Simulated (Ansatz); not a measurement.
The multiplicity is imposed and other spin states were not computed.

Species: [Zn(F)(OCH3)] (charge 0, multiplicity 1).

Task: Give a relaxed geometry from PBE-D3(BJ)/def2-SVP in Ansatz (a program for electronic structure).

Result: Several could match; the one computed here: the end point of this relaxation, one of several conformers.
Cartesian coordinates (Å) in one orientation:
```xyz
7

Zn     0.088     0.066    -0.171
F     -1.084     0.503    -1.388
O      1.171    -0.527     1.106
C      2.367     0.124     1.459
H      3.115     0.182     0.629
H      2.851    -0.453     2.281
H      2.222     1.164     1.843
```
